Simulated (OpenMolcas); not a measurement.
**What dynamic correlation does to the levels of Be+**

| Quantity | Value |
| --- | --- |
| Program | OpenMolcas 26.06 |
| Basis | ANO-RCC-VDZP [3s2p1d] |
| Scalar Hamiltonian | DKH2, point nucleus |
| Active space | 1 electron in 4 orbitals (2s 2p) |
| State averaging | 2S+1 = 2 even, 1 root; 2S+1 = 2 odd, 3 roots |
| Spin-orbit coupling | RASSI with atomic mean-field integrals over the reference wave functions, term energies averaged over their components |

Methods on the same reference wave functions:
A. CASSCF
B. SS-CASPT2, IPEA 0.25 Eh, imaginary shift 0.1 Eh (closed shells correlated: 1s)

Energies in cm⁻¹ above 2s ²S_1/2, the measured ground level; measured values from NIST Handbook of Basic Atomic Spectroscopic Data.

```tsv
Level	A	B	Measured
2s ²S_1/2	0.0	0.0	0.0
2p ²P°_1/2	32866	32789	31929
2p ²P°_3/2	32872	32794	31935
```

Deviations, from unrounded energies. A percentage is the sum of absolute deviations over the sum of measured energies, with the sign that they share, or ± where signs differ.

| Against measurement | Levels | A | B |
| --- | --- | --- | --- |
| mean absolute deviation (cm-1) | 2 | 940 | 860 |
| other configurations (%) | 2 | +2.9 | +2.7 |

B lies closest to measurement on these levels. The largest miss of B in the table is 2p ²P°_1/2, by +860 cm-1. The ranking rests on the paired levels alone, and a cruder setting can come out closer through cancelling errors.

The lowest spin-free term lies below A's lowest term by 0.001 hartree in B.

ANO sets are built for ground and valence states and can reach diffuse excited orbitals poorly. With one active electron the reference holds no correlation, so core polarisation is missing (holds for A). With one active electron, CASPT2 adds the correlation within the correlated inactive shells and between them and that electron, and leaves the splitting within a term as the reference gives it (holds for B). Measured partners are found by configuration, term and J. A level has none where our copy of the source lacks it or the pairing is in doubt (some pairs that miss far off the trend of their configuration count as doubtful), and it then counts in no deviation. Levels of configurations outside the active space are missing.

° marks odd parity.
